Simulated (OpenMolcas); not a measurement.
## Se III: effect of the basis set

```json
{
 "Program": "OpenMolcas 26.06",
 "Method": "MS-CASPT2, IPEA 0.25 Eh, imaginary shift 0.1 Eh (closed shells correlated: 3d)",
 "Active space": "4 electrons in 4 orbitals (4s 4p)",
 "State averaging": "2S+1 = 3 even, 6 roots; 2S+1 = 1 even, 11 roots; 2S+1 = 5 odd, 1 root; 2S+1 = 3 odd, 9 roots; 2S+1 = 1 odd, 8 roots",
 "Spin-orbit coupling": "state interaction with AMFI integrals over the reference wave functions, term energies averaged over their components"
}
```

A. ANO-RCC-VDZP [5s4p2d], DKH2, point nucleus; CASPT2 step roughly 1.7 core-seconds
B. ANO-R1 [5s4p3d1f], X2C, finite nucleus; CASPT2 step roughly 2.4 core-seconds
C. ANO-RCC-VTZP [6s5p3d1f], DKH2, point nucleus; CASPT2 step about 5 core-seconds
D. ANO-RCC-VQZP [7s6p4d2f1g], DKH2, point nucleus; CASPT2 step of the order of 7 core-seconds
E. ANO-R2 [6s6p4d3f1g], X2C, finite nucleus; CASPT2 step of the order of 9 core-seconds
F. ANO-R3 [7s6p5d4f2g], X2C, finite nucleus; CASPT2 step of the order of 10 core-seconds

Energies in cm-1 above 4s2 4p2 3P0, the measured ground level; measured values from Moore, Atomic Energy Levels, vol. II, NSRDS-NBS 35 (1971 reprint of NBS Circular 467, 1952).

```csv
Level,A,B,C,D,E,F,Measured
4s2 4p2 3P0,0.0,0.0,0.0,0.0,0.0,0.0,0.0
4s2 4p2 3P1,1455,1600,1558,1533,1545,1550,1741
4s2 4p2 3P2,3420,3720,3570,3500,3540,3540,3937
4s2 4p2 1D2,13930,14160,12770,12380,12560,12320,13032
4s2 4p2 1S0,28110,29300,27220,26900,27860,27510,
4s 4p3 5S* 2,61040,62460,62760,63740,65610,66300,
4s 4p3 3D* 2,90490,90780,89260,89110,90430,90280,92723
4s 4p3 3D* 1,90520,90810,89290,89140,90460,90310,
4s 4p3 3D* 3,90710,91050,89500,89340,90680,90530,
4s 4p3 3P* 0,107070,107180,106130,105790,106970,106860,106482
4s 4p3 3P* 1,107150,107270,106220,105870,107050,106940,
4s 4p3 3P* 2,107300,107450,106390,106040,107220,107100,
4s 4p3 1D* 2,132290,129870,129630,128090,126960,126890,112565
4s 4p3 3S* 1 [70 %],144490,139730,142430,140850,137970,138000,
4s 4p3 1P* 1 [70 %],148810,145720,146470,144870,143200,142960,
```

Deviations, from unrounded energies. A percentage is the sum of absolute deviations over the sum of measured energies, with the sign that they share, or ± where signs differ.

```
                        Against measurement  Levels      A     B     C      D      E      F
             mean absolute deviation (cm-1)       6   4000  3600  3600   3500   3000   3100
      fine structure of the ground term (%)       2  -14.2  -6.3  -9.7  -11.3  -10.4  -10.4
other terms of the ground configuration (%)       1   +6.9  +8.6  -2.0   -5.0   -3.6   -5.5
                   other configurations (%)       3   ±7.2  ±6.4  ±6.7   ±6.4   ±5.5   ±5.5
```

E, F lie about equally close to measurement and A furthest from it. The largest miss of E in the table is 4s 4p3 1D* 2, by +14000 cm-1. The ranking rests on the paired levels alone, and a cruder setting can come out closer through cancelling errors.

The two smallest mean deviations differ by little beside CASPT2's spread within terms, so their order carries little weight.

Among A to F the level of the table that moves most is 4s 4p3 3S* 1 [70 %], by 6500 cm-1 (lowest in E, highest in A). Moves below CASPT2's spread within the term are not significant.

CASPT2 breaks the degeneracy within a term, and the mean is taken; among the terms shown or strongly mixed into the levels shown the widest spread is 2400 cm-1 (4s 4p3 1D*, D). Over all roots computed the reference weight is 0.87 to 0.99 in A, 0.86 to 0.97 in B, 0.86 to 0.98 in C, 0.86 to 0.98 in D, 0.85 to 0.96 in E, 0.85 to 0.96 in F; the roots of lowest weight are the least certain, and an intruder state may touch them. Terms of s pⁿ other than that of highest spin mix with s² pⁿ⁻² d, which this space lacks; all of them can be thousands of cm-1 off, and some have no real level of that name. Measured partners are found by configuration, term and J. A level has none where our copy of the source lacks it or the pairing is in doubt (some pairs that miss far off the trend of their configuration count as doubtful), and it then counts in no deviation. Only configurations of the active space appear. Levels that lie high or do not pair safely by name in every column are left out.

A share in square brackets marks a mixed level and gives the weight of the term that names it, the lowest over the columns. * marks odd parity.
